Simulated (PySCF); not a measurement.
# Partial charges of `C=C[C@@H](F)c1nccs1`

C₆H₆FNS.
Z-matrix (Å and degrees, GFN2-xTB geometry), rows numbered from 1:
```
C 
C   1  1.3184
C   2  1.5056  1  123.94
F   3  1.3775  2  111.14  1   -11.48
C   3  1.4948  2  109.14  1   109.99
N   5  1.2853  3  123.87  2    93.04
C   6  1.3521  5  111.81  3  -177.07
C   7  1.3583  6  115.11  5     0.18
S   8  1.7183  7  110.52  6     0.13
H   1  1.0771  2  121.46  3     1.63
H   1  1.0758  2  121.61  3  -179.29
H   2  1.0803  1  122.66  3   178.05
H   3  1.0986  2  110.65  1  -130.09
H   7  1.0744  6  118.91  5  -179.52
H   8  1.0707  7  128.83  6  -179.47
```

Density: PBE0/pcSseg-1 (PySCF); schemes: Mulliken, IAO, Hirshfeld and ESP-fitted. Geometry: GFN2-xTB, one conformer, isolated molecule.

**Question.** Which atoms carry the highest charge in the Mulliken, IAO, Hirshfeld and ESP-fitted schemes?

**Answer.** The schemes don't all agree: Mulliken C3 (+0.315); IAO S9 (+0.320); Hirshfeld S9 (+0.113); ESP-fitted C5 (+0.243).

**Question.** For which atoms does the sign change between the 4 schemes (beyond +0.03 e in one, beyond −0.03 e in another)?

**Answer.** C5 and C7. Atomic charges aren't observables, and each scheme defines them in its own way.

**Question.** Tabulate the Mulliken, IAO, Hirshfeld and ESP-fitted charges.

**Answer.** In e:

```csv
atom,environment,Mulliken,IAO,Hirshfeld,ESP-fitted
C1,terminal =CH2 carbon,-0.124,-0.308,-0.100,-0.466
C2,alkene CH carbon,-0.253,-0.160,-0.055,-0.103
C3,sp3 C–F carbon,+0.315,+0.167,+0.061,+0.131
F4,alkyl fluorine,-0.322,-0.319,-0.100,-0.211
C5,substituted aromatic carbon,-0.110,-0.015,+0.036,+0.243
N6,pyridine-type nitrogen,-0.377,-0.286,-0.174,-0.485
C7,aromatic CH next to a ring nitrogen,+0.163,-0.067,-0.022,+0.171
C8,aromatic CH next to a ring sulfur,-0.339,-0.339,-0.087,-0.392
S9,thiophene-type sulfur,+0.291,+0.320,+0.113,+0.082
H10,vinylic hydrogen,+0.126,+0.161,+0.043,+0.219
H11,vinylic hydrogen,+0.125,+0.160,+0.053,+0.197
H12,vinylic hydrogen,+0.128,+0.161,+0.053,+0.145
H13,methine hydrogen,+0.143,+0.172,+0.058,+0.116
H14,aromatic hydrogen,+0.101,+0.172,+0.061,+0.113
H15,aromatic hydrogen,+0.134,+0.182,+0.060,+0.240
```

Mean size of the charges over all atoms: ESP-fitted 0.221 e, Mulliken 0.203 e, IAO 0.199 e, Hirshfeld 0.072 e. Each set sums to the total charge, 0, to within 0.001 e. The Mulliken scheme gives each basis function's population to the atom it is centred on and halves the overlap population of two atoms between them. The Hirshfeld scheme divides the density at each point in proportion to the densities of the neutral, spherically averaged free atoms.

**Question.** How closely do the schemes follow one another over all atoms?

**Answer.** Correlation coefficient and root-mean-square difference: IAO with Hirshfeld 0.95, 0.145 e; Mulliken with IAO 0.90, 0.099 e; Mulliken with Hirshfeld 0.88, 0.159 e; Hirshfeld with ESP-fitted 0.88, 0.187 e; IAO with ESP-fitted 0.84, 0.136 e; Mulliken with ESP-fitted 0.78, 0.162 e.

**Question.** How many electrons does the Hirshfeld scheme count on S9?

**Answer.** Z − q = 16 − (+0.113) = 15.887.

**Question.** Sum the charges by element, for elements with more than one atom.

**Answer.** 
```json
{"element": "C", "atoms": "6", "Mulliken": "-0.349", "IAO": "-0.722", "Hirshfeld": "-0.167", "ESP-fitted": "-0.416"}
{"element": "H", "atoms": "6", "Mulliken": "+0.756", "IAO": "+1.007", "Hirshfeld": "+0.327", "ESP-fitted": "+1.030"}
```
